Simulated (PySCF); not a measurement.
Sn(H)(Me) (CH₄Sn), SMILES [CH3][SnH] (connectivity only; charge and spin as stated), neutral, multiplicity 1.

Geometry: r2SCAN-D4/def2-TZVP. The def2 effective core potentials stand for the cores of Sn; spin–orbit coupling is left out.

The numbers are results of B3LYP/def2-TZVPD run with PySCF, not measurements.

Gas-phase values at a fixed geometry.

Task: Estimate the frontier levels, gap, dipole moment and polarisability. (The exact figures need the calculation; the answer reports its results.)

Result: 
The highest occupied level comes out as -6.10 eV and the lowest empty level is -2.90 eV. The orbital gap is 3.21 eV and the dipole moment comes out as 0.62 D. The quadrupole, principal values (traceless, Buckingham form, about the centre of nuclear charge) is -4.22, -2.48, 6.70 D·Å and the mean static polarisability is 62.9 bohr³ (9.32 Å³). The polarisability, principal values is 50.2, 63.0, 75.5 bohr³.
